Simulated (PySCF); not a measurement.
Run record: geometry optimisation, `[H][Nb]([H])([H])[H]` [radical].

Method: PBE0-D3(BJ)/def2-SVP geometry optimisation, gas phase, def2 core potentials past Kr (PySCF 2.14.0). Start geometry: GFN2-xTB. The input is one job of a driver script: a line of settings, then coordinates in Å.

Input:
```
{"job": {"xc": "PBE0", "basis": "def2-SVP", "d3": "d3bj", "grid": 1, "maxiter": 40, "kind": "geom"}, "charge": 0, "multiplicity": 2}
Nb    -0.000030    -0.000030    -0.000020
H      0.010320    -0.016840     1.746530
H      1.643250     0.010760    -0.591780
H     -0.831130     1.429120    -0.563590
H     -0.822410    -1.423020    -0.591140
```

Output:
```
step   0  E = -59.21110737  max force = 0.003372
step   1  E = -59.21141674  max force = 0.001489
step   2  E = -59.21153905  max force = 0.000673
step   3  E = -59.21156574  max force = 0.000028
step   4  E = -59.21156584  max force = 0.000012
optimisation converged
```

Energies in Eh; «max force» is the largest Cartesian gradient component in Eh/bohr.

Q: How much energy does the optimisation release, in eV?

A: E(step 0) − E(last step) = 0.000458 Eh, which is 0.012 eV.

Q: Give the first gradient maximum in eV/Å.

A: With 1 Eh/bohr = 51.422 eV/Å, 0.173 eV/Å.

Summary of the converged run: final energy -59.21157 Eh after 4 steps; dipole 0.00 D.

Q: Give the final coordinates.

A: 0.047 Å rms from the input after alignment:
```
atom  x, y, z in Å
Nb1   -0.0001    0.0000    0.0001
H2    -0.0436   -0.0178    1.7586
H3     1.6377    0.0110   -0.6417
H4    -0.8012    1.4689   -0.5437
H5    -0.7927   -1.4622   -0.5733
```

Q: Estimate the wall time. Hardware: one thread of an x86-64 server, no GPU (shared host).

A: About 6.2 s.
Labels such as C1 count atoms from 1, the log's own numbers from 0.

Caution for open-shell metal species: one SCF solution and one stationary point were followed, and a lower state or a bent or distorted shape isn't ruled out.
